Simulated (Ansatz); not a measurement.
Ti₂O₄. The state is a triplet with charge 0. Geometry PBE-D4/def2-SVPD, that of the charge -1 doublet; atoms count from 1.

```xyz
6

Ti    0.918   -0.760   -0.639
Ti   -0.917    0.760    0.639
O     1.039   -2.359   -1.118
O     0.543   -0.298    1.132
O    -0.541    0.298   -1.132
O    -1.040    2.358    1.119
```

At PBE0-D4/def2-TZVPD a singlet of charge 0 lies 2.80 eV below the triplet at the same geometry. Another isomer (doublet) lies 0.04 eV lower at PBE0-D4/def2-TZVPD.

(1) Estimate the Mulliken populations from the PBE0/def2-TZVPD orbitals of Ansatz.

(2) Where does the spin sit?

(3) And the Mayer bond orders between bonded heavy atoms (over 0.3)?

Answers

(1) 
```json
{"atom": "Ti1", "charge (e)": "1.64", "spin (α − β)": "0.93", "d electrons": "2.21"}
{"atom": "Ti2", "charge (e)": "1.81", "spin (α − β)": "0.04", "d electrons": "2.15"}
{"atom": "O3", "charge (e)": "-0.54", "spin (α − β)": "0.92", "d electrons": "–"}
{"atom": "O4", "charge (e)": "-1.06", "spin (α − β)": "0.06", "d electrons": "–"}
{"atom": "O5", "charge (e)": "-1.06", "spin (α − β)": "0.06", "d electrons": "–"}
{"atom": "O6", "charge (e)": "-0.78", "spin (α − β)": "-0.01", "d electrons": "–"}
```
Mulliken values and Mayer orders depend strongly on the basis. With diffuse functions, as here, like atoms can get unlike values, and bond orders can come out too low or too high.

(2) Summed by element: Ti 0.97, O 1.03, of 2 unpaired in all. Largest on single atoms: Ti1 0.93, O3 0.92, O5 0.06.

(3) Ti1–O3 0.93 (1.67 Å); Ti1–O4 0.67 (1.87 Å); Ti1–O5 0.67 (1.87 Å); Ti2–O4 0.72 (1.87 Å); Ti2–O5 0.72 (1.87 Å); Ti2–O6 1.78 (1.67 Å).
